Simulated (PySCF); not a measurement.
Species: TMS, C4H12Si.
SMILES: `C[Si](C)(C)C`

Level of theory: HCTH407/6-31G* in PySCF (dipole) on a GFN2-xTB geometry, gas phase.

Masses are those of the commonest isotopes; rigid-rotor values at the optimised geometry. 

Give the principal moments of inertia and the rotational constants in cm⁻¹.

Ia = 167.53, Ib = 167.76, Ic = 167.83 u·Å²; 505379 MHz·u·Å²/I gives 3017, 3012 and 3011 MHz, that is A = 0.10063, B = 0.10049, C = 0.10045 cm⁻¹.

Classify the top.

A spherical top, as the point group Td requires three equal moments; the computed ones differ by 0.18 % because the geometry is symmetric only within the optimiser's tolerance.

The point group Td allows no dipole (computed: 0.00 D), so a rigid rotor has no electric-dipole lines.

Estimate the classical rotational partition function at 10 K, 50 K and 200 K.

Point group Td, symmetry number σ = 12; q = (√π/σ)·√((kT/h)³/(ABC)), k/h = 20836.6 MHz/K: 84.9 at 10 K, 949 at 50 K, 7600 at 200 K.

Not checked by GFN2-xTB frequencies. No vibrational averaging or centrifugal distortion is included, and the geometry carries the error of its method.

The run took about 9 s of CPU time (one thread, shared machine). This is the HCTH407/6-31G* job that gave the dipole, with the shieldings it also computed.
